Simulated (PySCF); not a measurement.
**[CrCl4]2-: what the settings change**

The complex [CrCl4]2- (charge -2) contains Cr(II), shell d4. The structure is a PBE0-D3(BJ)/def2-TZVP, IEF-PCM water geometry optimised for multiplicity 5; coordination distorted square planar, point group D2d, metal–donor distances 2.36 Å.

```
5

Cr    0.0000    0.0000    0.0000
Cl    2.2596    0.0000    0.6813
Cl   -2.2596    0.0000    0.6813
Cl    0.0000    2.2596   -0.6813
Cl    0.0000   -2.2596   -0.6813
```

Method (PySCF 2.14, density fitting): CASSCF(4,5) with orbitals averaged over all microstates of the shell, strongly contracted NEVPT2 on the averaged canonical orbitals; basis x2c-TZVPall on the metal, x2c-SVPall elsewhere; spin-free X2C; IEF-PCM water; spin-orbit coupling by state interaction with the mean-field operator over all roots.

Base run: NEVPT2 ground state 5B2, next 5B1 at 9279, then 5E at 10035 cm⁻¹, B(CASSCF) 951, ζ 220 cm⁻¹, D -2.01 cm⁻¹, g 1.960 1.993 1.993, μeff(300 K) 4.88 μB.

Task: What happens with the basis x2c-TZVPall on all atoms?

Result: NEVPT2 ground state 5B2, next 5B1 at 8944, then 5E at 9682 cm⁻¹, B(CASSCF) 948, ζ 220 cm⁻¹, D -2.05 cm⁻¹, g 1.958 1.993 1.993, μeff(300 K) 4.87 μB. It took 24 s against 13 s on a shared host of the same kind.

Task: What happens with orbitals averaged over the highest spin alone?

Result: NEVPT2 ground state 5B2, next 5B1 at 8888, then 5E at 9666 cm⁻¹, B(CASSCF) 985, ζ 228 cm⁻¹, D -2.19 cm⁻¹, g 1.955 1.992 1.992, μeff(300 K) 4.87 μB.

NEVPT2 lifts 5B1 from 7762 to 9279 cm⁻¹; on the d shell alone such lifts tend to overshoot.
